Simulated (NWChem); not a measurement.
Molecule: SiH$_{4}$O; SMILES [SiH3]O

All runs: NWChem. All runs use the structure optimised with PBE0/def2-SVP. Static field.

| level | isotropic polarisability (bohr³) | anisotropy (bohr³) |
|---|---|---|
| PBE/def2-SVPD | 35.0 | 1.5 |
| B3LYP/def2-SVPD | 33.7 | 1.2 |
| LDA (Slater exchange, VWN5)/def2-SVPD | 35.8 | 1.3 |
| Hartree-Fock/def2-SVPD | ___ | 1.0 |

### Question
Some entries are withheld; supply them.

### Answer

- Hartree-Fock/def2-SVPD, isotropic polarisability (bohr³): 30.6
